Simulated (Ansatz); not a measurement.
Several settings on one geometry of the cluster P₃Se (that of the charge 0 doublet, PBE-D4/def2-SVP). Ansatz on 4 threads of Arm Neoverse V2 on a shared host; times are rough.

```xyz
4

P    -1.025   -0.088   -0.777
P     0.276   -1.033    0.720
P     1.186   -0.047   -1.062
Se   -0.437    1.168    1.118
```

Totals from different functionals, basis sets or treatments of relativity can't be compared as stabilities.

Correlated methods freeze 24 core orbitals; core or outer-core shells of Se are correlated, in sets that lack core-valence functions.

The spins typed aren't always the lowest for that charge.

Give the basis size and estimate the energy, ⟨S²⟩, dipole and time of these runs.

| run | method | charge | state | further keys |
| --- | --- | --- | --- | --- |
| 1 | UKS RPBE/def2-TZVP | 0 | doublet | forces asked |
| 2 | UKS r2SCAN-D3(BJ)/def2-TZVP | 0 | quartet | scf: {omitted_lower_state_checks: [starts]}; forces asked |
| 3 | RKS B2GP-PLYP/STO-3G | -1 | singlet | accuracy: high; scf: {lower_state_search: off}; forces asked |


```json
{"run": "1", "functions": "159", "energy (Eh)": "-3425.4529", "⟨S²⟩": "0.76", "dipole (D)": "0.38", "wall time": "3.5 s"}
{"run": "2", "functions": "159", "energy (Eh)": "-3425.4816", "⟨S²⟩": "3.77", "dipole (D)": "0.46", "wall time": "7 s"}
{"run": "3", "functions": "45", "energy (Eh)": "-3386.1935", "⟨S²⟩": "–", "dipole (D)": "–", "wall time": "2.5 s"}
```

The highest occupied level of an anion often lies above zero with these methods, and sets without diffuse functions describe the outer electron poorly.
